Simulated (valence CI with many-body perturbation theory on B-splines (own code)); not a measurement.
**Pt65+: key properties**

Method: configuration interaction combined with many-body perturbation theory (CI+MBPT): three valence electrons over a frozen Dirac-Fock core [Ne], radial functions for each j: 9 s, 9 p, 8 d, 6 f, 3 g, 1 h, with the one-electron correlation potential Σ1, the two-electron term Σ2, the three-electron term Σ3, Breit, model QED; selected CI, second order for the rest, scaled by the run's own slope (own B-spline code, finite nucleus).

The last digits are not significant, and no measured levels were compared; by estimate large intervals hold to a few tenths of a per cent, small ones and those within an open d or f shell to about a per cent.

Levels are named by their leading jj configuration (3d3/2^4 stands for four electrons in 3d with j = 3/2), which in mixed levels can hold well under half, so a name can repeat and another be missing.

Rates and lifetimes use the calculated energies. Strong lines usually hold to 10 to 20 %, long lifetimes can be off by a factor of two.

(1) What is the ground level?

(2) Among levels below 1423.7 eV, which E1 lines absorb most strongly from the ground level?

(3) Name the longest-lived excited levels whose lifetime is computed, and their main decay.

(4) What is the ionisation energy?

(5) Where does the other parity begin?

(6) How well does LS coupling describe the low levels?

(7) What are the static dipole polarisabilities of the lowest levels?

## Answers

(1) (3s^2 3p1/2) J=1/2, composition 100 % 3s²3p ²P°, g = 0.644.

(2) to (3s^2 3d3/2) J=3/2 at 1.725 nm, f = 0.515; to (3s 3p1/2 3p3/2) J=1/2 at 1.850 nm, f = 0.223; to (3s 3p1/2 3p3/2) J=3/2 at 1.881 nm, f = 0.120.

(3) (3s 3p3/2 3d5/2) J=9/2 at 1413.5 eV lives 2.16 ns, mostly by M1 to (3s 3p1/2 3d5/2) J=7/2.

(4) 7664.2 eV; NIST lists 7660 ± 30 eV (theoretical).

(5) At (3s 3p1/2^2) J=1/2, 182.7 eV.

(6) Among the lowest 20 levels the leading LS term, summed over configurations, holds 60 % on average. For single configurations the figures are 58 % in LS and 92 % in jj coupling. Terms mix most in the J = 3/2 level at 836.7 eV, where the leading one holds 31 %.

(7) (3s^2 3p1/2) J=1/2 0.00210 bohr³, of which the core gives 3.49e-05.
